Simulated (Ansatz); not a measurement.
Geometry optimisation, Ansatz 0.2.0, RKS PBE/STO-3G.

Input:

```yaml
crystal:
  periodic: [false, false, false]
  atoms:
    - { symbol: F, position_ang: [-0.0679, -0.4505, 2.1538] }
    - { symbol: C, position_ang: [0.9069, -0.646, 1.2963] }
    - { symbol: S, position_ang: [0.8715, -2.4011, 0.6745] }
    - { symbol: Si, position_ang: [-0.49, -1.6814, -0.718] }
    - { symbol: Si, position_ang: [0.6774, 0.1173, -0.4446] }
    - { symbol: Si, position_ang: [-0.611, 1.9784, -0.3542] }
    - { symbol: H, position_ang: [1.8984, -0.3609, 1.7444] }
    - { symbol: H, position_ang: [-0.4022, -2.38, -2.0225] }
    - { symbol: H, position_ang: [-1.9119, -1.6834, -0.0605] }
    - { symbol: H, position_ang: [1.9306, 0.2311, -1.2201] }
    - { symbol: H, position_ang: [-1.8637, 1.7461, 0.4508] }
    - { symbol: H, position_ang: [0.1484, 3.1144, 0.2589] }
    - { symbol: H, position_ang: [-1.0658, 2.3812, -1.744] }
basis:
  gaussian: { orbitals: STO-3G }
hamiltonian:
  xc: pbe
relax:
  f_tol: 0.02
  max_steps: 50
```

Command:

```bash
$ ansatz run input.yaml --threads 1 --pin off --max-ram 2048MiB --backend cpu --events-out ev --progress --plain --runs-dir out
```

Q: Where does it end, and by what steps?

A: The forces met the threshold. Limits of this set-up: minimal basis. After 10 steps the energy has fallen by 1.118 eV; H9 moved furthest, 0.78 Å.

```csv
step,energy less start (eV),largest force component (eV/Å),accepted
0,0.0000,3.971,yes
1,-0.9159,1.321,yes
2,-1.0119,0.338,yes
3,-1.0532,0.529,yes
4,-1.0843,0.295,yes
5,-1.1091,0.274,yes
6,-1.1142,0.084,yes
7,-1.1160,0.140,yes
8,-1.1167,0.072,yes
9,-1.1176,0.034,yes
10,-1.1178,0.012,yes
```

```xyz
13
Properties=species:S:1:pos:R:3
F 0.435 -0.022 2.443
C 0.991 -0.645 1.305
S 0.369 -2.428 1.095
Si -0.504 -1.843 -0.785
Si 0.485 0.145 -0.420
Si -0.686 2.074 -0.296
H 2.110 -0.683 1.449
H -0.039 -2.642 -1.917
H -1.965 -1.894 -0.811
H 1.689 0.345 -1.226
H -1.886 1.914 0.510
H 0.117 3.136 0.291
H -1.096 2.509 -1.624
```

Whether the end is a true minimum wasn't checked by a vibrational analysis.

The run took 81 s on 1 thread of Arm Neoverse N1, on a shared host, peak memory 0.17 GiB.
